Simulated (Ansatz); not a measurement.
A nudged elastic band was laid between two geometries of BrH + ClH3Sn (7 atoms, charge 0, multiplicity 1).

Computed with RKS B3LYP/def2-SVP in Ansatz.

```json
{"movable images": "5", "climbing image": "yes", "spring": "5.0 eV/Å²", "optimiser": "quadratic models (default)", "start path": "through a guess of the saddle point", "force threshold": "0.03 eV/Å", "iteration limit": "60", "end points": "relaxed"}
```

First end point:

```xyz
7
Properties=species:S:1:pos:R:3
Sn 0.337 0.000 -0.172
Cl 0.154 0.000 2.221
H 2.023 0.000 -0.477
H -0.433 1.432 -0.701
H -0.433 -1.432 -0.701
Br -3.651 0.000 1.798
H -2.278 0.000 2.231
```

Last end point:

```xyz
7
Properties=species:S:1:pos:R:3
Sn -0.430 0.000 -0.612
Cl -0.047 0.000 3.705
H 0.854 0.000 0.515
H -0.504 1.425 -1.560
H -0.504 -1.425 -1.560
Br -2.561 0.000 0.782
H -1.087 0.000 2.927
```

(1) Which bonds break or form, and what moves?

(2) What energy profile does the band end with?

(3) What is the geometry of the highest image?

(4) What are the harmonic wavenumbers there?

The band took 8 iterations and about 3 core-minutes.

Results:

(1) Bonds broken: Sn1–Cl2, Br6–H7. Bonds formed: Sn1–Br6, Cl2–H7. BrH + ClH3Sn becomes BrH3Sn + ClH.

(2) It converged. The highest image is number 3 of 0 to 6, 21.1 kcal/mol above the first end and 22.3 kcal/mol above the last; the last end lies 1.2 kcal/mol below the first. A vibrational analysis at the climbing image gives one clearly imaginary mode, 333i cm⁻¹: a first-order saddle point. The orbitals stay closed-shell, which can raise the energy where a bond breaks towards radicals; this wasn't checked here.

```csv
image,path coordinate (Å),energy (kcal/mol),Sn1–Cl2 (Å),Br6–H7 (Å),Sn1–Br6 (Å)
0,0.00,0.0,2.40,1.44,4.45
1,0.63,0.9,2.41,1.45,3.85
2,1.26,8.8,2.49,1.50,3.31
3,1.89,21.1,2.76,1.80,2.91
4,2.56,11.9,3.25,2.12,2.66
5,3.22,2.0,3.76,2.32,2.57
6,3.89,-1.2,4.33,2.60,2.55
```

(3) 
```xyz
7
Properties=species:S:1:pos:R:3
Sn -0.203 0.000 -0.147
Cl 0.013 0.000 2.601
H 1.515 0.000 0.012
H -0.678 1.480 -0.863
H -0.678 -1.480 -0.863
Br -2.812 0.000 1.148
H -1.439 0.000 2.310
```

(4) 333i, 21, 162, 243, 436, 461, 619, 638, 739, 746, 773, 1143, 1882, 1911, 1946 cm⁻¹.

Run time: 100 s on 2 threads of Arm Neoverse V2, with other jobs on the host, peak memory 0.24 GiB.
